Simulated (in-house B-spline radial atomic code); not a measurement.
RPA and G0W0 on Hartree-Fock: Bi5+

Configuration [Xe] 4f14 5d10, mean-field start Hartree-Fock. Computed with an all-electron radial atomic-structure program (B-spline basis): all electrons, scalar-relativistic (spin-free one-electron X2C), finite nucleus, each spin shell either full or empty, empty states to l = 9 with an (l + 1/2)⁻⁴ tail; G0W0 by contour deformation at full frequency.

Without the two-electron picture change, the correlation of inner shells comes somewhat too large for so heavy an element.

Command:
```bash
python run_gw.py task.json out
```
Settings (radii: box in bohr, nucleus in fm):
```
Z                        83
electrons                78
configuration            [Xe] 4f14 5d10
hamiltonian              x2c
method                   hf
lmax                     9
rms_radius               5.5211
spin_polarised           False
box_radius               10.43
intervals                66
```

Time taken, with all properties: 5.7 s on 1 thread of Intel(R) Xeon(R) Platinum 8259CL CPU @ 2.50GHz, with other jobs on the host.

Energies (hartree):

```csv
term,value
mean-field total,-21524.17858
Hartree-Fock functional on these orbitals,-21524.17858
direct second order,-7.4146
second-order exchange,1.8575
SOSEX correction,1.7752
```

(1) What is the RPA correlation energy, and what remains with SOSEX?

Quasi-particle levels (eV):

```json
{"level": "5d", "occupied": "yes", "mean field": "-89.32", "Σx - vxc": "0.00", "Σc": "?", "QP weight": "?", "G0W0": "?"}
{"level": "6s", "occupied": "no", "mean field": "-54.00", "Σx - vxc": "0.00", "Σc": "-2.02", "QP weight": "0.984", "G0W0": "-56.02"}
```

G0W0 = mean field + (Σx - vxc) + Σc, with Σc (partial-wave tail included) taken at the quasi-particle energy. Only the outer levels were computed. Levels of low weight are left out.

(2) Where does G0W0 put 5d?

Results:

(1) RPA gives -6.6933 hartree (-2.34 eV per electron); RPA + SOSEX gives -4.918, and the second-order doubles (MP2) -5.5571 hartree. RPA lacks exchange-type terms and so overcorrelates at short range.

(2) At -89.89 eV, with Σc = -0.57 eV and a quasi-particle weight of 0.973. The tabulated removal energy is 88.4 ± 0.7 eV (NIST, semi-empirical); the calculation leaves out spin-orbit coupling, Breit and QED terms, and what these don't explain is the method's own error.
